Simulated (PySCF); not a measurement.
Input of a run (PBE0-D3(BJ)/def2-SVP geometry optimisation, gas phase (PySCF 2.14.0)), started from a GFN2-xTB structure with every atom displaced at random (by about 0.01 Å):
```
{"job": {"xc": "PBE0", "basis": "def2-SVP", "d3": "d3bj", "grid": 1, "shake": 0.01, "kind": "geom"}, "charge": 0, "multiplicity": 1}
C     -1.614750    -0.533560     0.044760
C     -0.157610    -0.649120     0.359700
Si     0.725310     1.025430     0.305890
S      2.863580     0.732880     0.768310
H     -1.777510    -0.106350    -0.968140
H     -2.136520    -1.470320     0.082110
H     -2.112970     0.155680     0.749030
H      0.316560    -1.333040    -0.356110
H     -0.040970    -1.094820     1.367790
H      0.299650     1.938550     1.368090
H      0.651300     1.626950    -1.006350
H      3.023620    -0.320550    -0.003450
```

Output (energies in Eh, forces in Eh/bohr):
```
step   0  E = -768.10843291  max force = 0.027262
step   1  E = -768.11288113  max force = 0.008281
step   2  E = -768.11378907  max force = 0.003232
step   3  E = -768.11396548  max force = 0.000978
step   4  E = -768.11403399  max force = 0.001199
step   5  E = -768.11412187  max force = 0.001334
step   6  E = -768.11415633  max force = 0.000574
step   7  E = -768.11417148  max force = 0.000409
step   8  E = -768.11417740  max force = 0.000442
optimisation converged
```

Summarise the run.

The energy falls by 3.6 kcal/mol over 9 energy and gradient evaluations, the largest force component goes from 0.0273 to 4.4e-04 Eh/bohr, and the atoms move by 0.115 Å rms after alignment. The bond that changes most is Si3–S4 (ends: SiH2 silicon; sulfur bonded to Si and H), which shortens by 0.054 Å. Bonds longer at the end by more than 0.005 Å: 6 of 11; shorter: 4. Among the angles that change most is H10–Si3–H11, from 112.6° to 108.9°. Among the dihedrals that turn most is C2–Si3–S4–H12, from 45° to 66°. The energy never rose by more than 1e-6 Eh on the way. The first step brought 77 % of the lowering.

What are the final bond lengths?

C1–C2 1.527 Å, C2–Si3 1.882 Å, Si3–S4 2.153 Å, C1–H5 1.102 Å, C1–H6 1.101 Å, C1–H7 1.102 Å, C2–H8 1.104 Å, C2–H9 1.103 Å, Si3–H10 1.493 Å, Si3–H11 1.497 Å, S4–H12 1.352 Å. Numbering counts from 1 in the input's order; the species is `CC[SiH2]S`.

The run used 104 basis functions and 57 SCF cycles in all. On an Arm Neoverse V1 with one thread (shared host), this took 35 s and 0.42 GiB of memory at its peak.

Not checked by PBE0-D3(BJ)/def2-SVP frequencies. One conformer, not necessarily the lowest.
